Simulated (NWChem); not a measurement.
System: CH4SSe; SMILES C[Se]S

NWChem input:

```
start job
memory heap 200 mb stack 900 mb global 1100 mb
geometry units angstroms noautoz
  Se    -0.468172    -0.464427     0.019515
  C      1.265153    -1.350086     0.007997
  H      1.058393    -2.429081     0.073018
  H      1.856229    -1.036911     0.877745
  H      1.805002    -1.136321    -0.923390
  S      0.182576     1.640802     0.062161
  H      0.272517     1.839835    -1.275268
end
basis spherical
  * library def2-svp
end
dft
  xc becke88 lyp
  iterations 150
  mulliken
end
task dft energy
```

Parts of the log:

```
             Northwest Computational Chemistry Package (NWChem) 7.3.0
             --------------------------------------------------------

 C1  symmetry detected

                             Geometry "geometry" -> ""
                             -------------------------

 Output coordinates in angstroms (scale by  1.889725989 to convert to a.u.)

  No.       Tag          Charge          X              Y              Z
 ---- ---------------- ---------- -------------- -------------- --------------
    1 Se                  34.0000    -0.46198614    -0.45711486     0.00827589
    2 C                    6.0000     1.27016487    -1.34513588     0.01168609
    3 H                    1.0000     1.06139817    -2.42381316     0.07555652
    4 H                    1.0000     1.85439439    -1.03229071     0.88616581
    5 H                    1.0000     1.81805280    -1.13261287    -0.91528045
    6 S                   16.0000     0.19125484     1.64725035     0.05522351
    7 H                    1.0000     0.29261661     1.84543173    -1.28151497

 Effective nuclear repulsion energy (a.u.)     254.2030432795

                                 NWChem DFT Module
                                 -----------------

 Summary of "ao basis" -> "ao basis" (spherical)
 ------------------------------------------------------------------------------
       Tag                 Description            Shells   Functions and Types
 ---------------- ------------------------------  ------  ---------------------
 Se                         def2-svp                12       32   5s4p3d
 C                          def2-svp                 6       14   3s2p1d
 H                          def2-svp                 3        5   2s1p
 S                          def2-svp                 8       18   4s3p1d

            General Information
            -------------------
          SCF calculation type: DFT
          Wavefunction type:  closed shell.
          No. of atoms     :     7
          No. of electrons :    60
           Alpha electrons :    30
            Beta electrons :    30
          Charge           :     0
          Spin multiplicity:     1
          Use of symmetry is: off; symmetry adaption is: off
          Maximum number of iterations: 150
          AO basis - number of functions:    84
                     number of shells:    38
          Convergence on energy requested:  1.00D-06
          Convergence on density requested:  1.00D-05
          Convergence on gradient requested:  5.00D-04

              XC Information
              --------------
                    Becke 1988 Exchange Functional  1.000
              Lee-Yang-Parr Correlation Functional  1.000

             Grid Information
             ----------------
          Grid used for XC integration:  medium
          Radial quadrature: Mura-Knowles
          Angular quadrature: Lebedev.
          Tag              B.-S. Rad. Rad. Pts. Rad. Cut. Ang. Pts.
          ---              ---------- --------- --------- ---------
          Se                  1.15      112           8.0       590
          C                   0.70       49          10.0       434
          H                   0.35       45          11.0       434
          S                   1.00       88          11.0       590
          Grid pruning is: on
          Number of quadrature shells:   429
          Spatial weights used:  Erf1

      Superposition of Atomic Density Guess
      -------------------------------------

 Sum of atomic energies:       -2836.48103025

      Non-variational initial energy
      ------------------------------

 Total energy =   -2837.507024
 1-e energy   =   -4451.803959
 2-e energy   =    1360.093892
 HOMO         =      -0.242940
 LUMO         =      -0.000398

     ---------------------------------------------
      Total Density - Mulliken Population Analysis
     ---------------------------------------------

    Atom       Charge   Shell Charges
 -----------   ------   -------------------------------------------------------
    1 Se  34    34.01   2.00  2.00  2.00  1.33  0.55  6.00  5.98  1.79  2.27  8.20  1.75  0.13
    2 C    6     6.28   1.99  0.95  0.26  1.95  1.11  0.02
    3 H    1     0.88   0.66  0.19  0.02
    4 H    1     0.89   0.67  0.19  0.03
    5 H    1     0.89   0.67  0.19  0.03
    6 S   16    16.23   2.00  1.99  1.20  0.64  5.94  1.71  2.70  0.04
    7 H    1     0.82   0.59  0.20  0.03

   convergence    iter        energy       DeltaE   RMS-Dens  Diis-err
 ---------------- ----- ----------------- --------- --------- ---------
 d= 0,ls=0.0,diis     1  -2839.7694765339 -3.09D+03  1.03D-02  4.61D-01
 d= 0,ls=0.0,diis     2  -2839.7948046365 -2.53D-02  5.36D-03  1.40D-01
 d= 0,ls=0.0,diis     3  -2839.8061403157 -1.13D-02  2.63D-03  4.85D-02
 d= 0,ls=0.0,diis     4  -2839.8120221683 -5.88D-03  1.00D-03  8.05D-03
 d= 0,ls=0.0,diis     5  -2839.8131542317 -1.13D-03  2.25D-04  2.80D-04
  Resetting Diis
 d= 0,ls=0.0,diis     6  -2839.8131967226 -4.25D-05  6.86D-05  1.24D-05
 d= 0,ls=0.0,diis     7  -2839.8131983914 -1.67D-06  7.21D-05  4.27D-06
 d= 0,ls=0.0,diis     8  -2839.8131965192  1.87D-06  4.94D-05  1.64D-05
 d= 0,ls=0.0,diis     9  -2839.8131990053 -2.49D-06  2.94D-06  3.99D-08
 d= 0,ls=0.0,diis    10  -2839.8131990125 -7.18D-09  5.76D-07  2.03D-09

         Total DFT energy =    -2839.813199012522
      One electron energy =    -4453.167574040104
           Coulomb energy =     1478.884728501386
    Exchange-Corr. energy =     -119.733396753280
 Nuclear repulsion energy =      254.203043279476

 Numeric. integr. density =       59.999993675097

                       DFT Final Molecular Orbital Analysis
                       ------------------------------------

 Vector   28  Occ=2.000000D+00  E=-2.837310D-01
              MO Center= -8.2D-02,  3.3D-01,  6.4D-02, r^2= 3.6D+00
   Bfn.  Coefficient  Atom+Function         Bfn.  Coefficient  Atom+Function
  ----- ------------  ---------------      ----- ------------  ---------------
    73      0.336188  6 S  py                12     -0.287841  1 Se px
    70      0.286791  6 S  py                15     -0.261005  1 Se px
     4      0.202345  1 Se s                 13     -0.194367  1 Se py
     9      0.182800  1 Se px                 5      0.177988  1 Se s
    36      0.175632  2 C  px                16     -0.165989  1 Se py

 Vector   29  Occ=2.000000D+00  E=-2.109492D-01
              MO Center=  2.0D-01,  1.3D+00,  3.4D-02, r^2= 2.4D+00
   Bfn.  Coefficient  Atom+Function         Bfn.  Coefficient  Atom+Function
  ----- ------------  ---------------      ----- ------------  ---------------
    72      0.602782  6 S  px                69      0.426257  6 S  px
    66      0.242028  6 S  px                35     -0.194833  2 C  s
    73     -0.161877  6 S  py                36      0.138405  2 C  px
     5      0.127436  1 Se s                 12     -0.123826  1 Se px
    37     -0.110149  2 C  py                70     -0.107828  6 S  py

 Vector   30  Occ=2.000000D+00  E=-1.875206D-01
              MO Center= -2.9D-01, -3.2D-01, -2.1D-02, r^2= 2.4D+00
   Bfn.  Coefficient  Atom+Function         Bfn.  Coefficient  Atom+Function
  ----- ------------  ---------------      ----- ------------  ---------------
    17      0.614037  1 Se pz                14      0.503269  1 Se pz
    11     -0.318609  1 Se pz                80      0.145161  7 H  s
    65     -0.138782  6 S  s                 81      0.118819  7 H  s
    57      0.112929  5 H  s                 52     -0.108337  4 H  s
     8      0.103429  1 Se pz                38     -0.093507  2 C  pz

 Vector   31  Occ=0.000000D+00  E=-5.697152D-02
              MO Center= -1.6D-01,  3.6D-01,  5.0D-03, r^2= 3.5D+00
   Bfn.  Coefficient  Atom+Function         Bfn.  Coefficient  Atom+Function
  ----- ------------  ---------------      ----- ------------  ---------------
    16      0.758176  1 Se py                73      0.683474  6 S  py
    13      0.399802  1 Se py                65     -0.372859  6 S  s
     4      0.308974  1 Se s                 70      0.302819  6 S  py
    10     -0.244507  1 Se py                72      0.236985  6 S  px
    35      0.231092  2 C  s                 64     -0.220174  6 S  s

 Vector   32  Occ=0.000000D+00  E= 4.887776D-03
              MO Center=  4.1D-01,  6.4D-02, -3.6D-01, r^2= 5.3D+00
   Bfn.  Coefficient  Atom+Function         Bfn.  Coefficient  Atom+Function
  ----- ------------  ---------------      ----- ------------  ---------------
    35      1.548300  2 C  s                 15     -0.772829  1 Se px
    81     -0.761149  7 H  s                  5     -0.624459  1 Se s
    65      0.530691  6 S  s                 74     -0.525291  6 S  pz
    53     -0.493031  4 H  s                 58     -0.485878  5 H  s
    48     -0.390892  3 H  s                 39     -0.318868  2 C  px

 Vector   33  Occ=0.000000D+00  E= 1.045613D-02
              MO Center=  1.7D-01,  8.0D-01, -5.3D-01, r^2= 4.6D+00
   Bfn.  Coefficient  Atom+Function         Bfn.  Coefficient  Atom+Function
  ----- ------------  ---------------      ----- ------------  ---------------
    81      0.996226  7 H  s                 74      0.691780  6 S  pz
    35      0.641885  2 C  s                 15     -0.569037  1 Se px
    65     -0.498799  6 S  s                 39     -0.409578  2 C  px
     4     -0.325369  1 Se s                  5     -0.263779  1 Se s
    16      0.264167  1 Se py                80      0.248159  7 H  s

     ---------------------------------------------
      Total Density - Mulliken Population Analysis
     ---------------------------------------------

[...]
```

Level: BLYP/def2-SVP. The geometry was optimised at PBE0/def2-SVP.
